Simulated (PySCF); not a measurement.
Ga(Me)(OH)(NH2) (CH6GaNO), SMILES [OH][Ga]([CH3])[NH2].

Geometry optimised at B3LYP-D3(BJ)/def2-SVP. One conformer was computed; it need not be the lowest.

The numbers are results of PBE/def2-TZVP in PySCF, not measurements.

Symmetry labels are those of the subgroup Cs that the program uses (full group Cs).

Computed valence orbital energies around the gap with their symmetry:
```csv
orbital,symmetry,energy (eV)
HOMO−7,A',-11.35
HOMO−6,A',-9.86
HOMO−5,A",-9.72
HOMO−4,A',-9.56
HOMO−3,A',-8.07
HOMO−2,A",-6.85
HOMO−1,A',-6.79
HOMO,A",-5.64
LUMO,A',-0.72
LUMO+1,A",-0.36
LUMO+2,A',0.58
LUMO+3,A',1.01
```
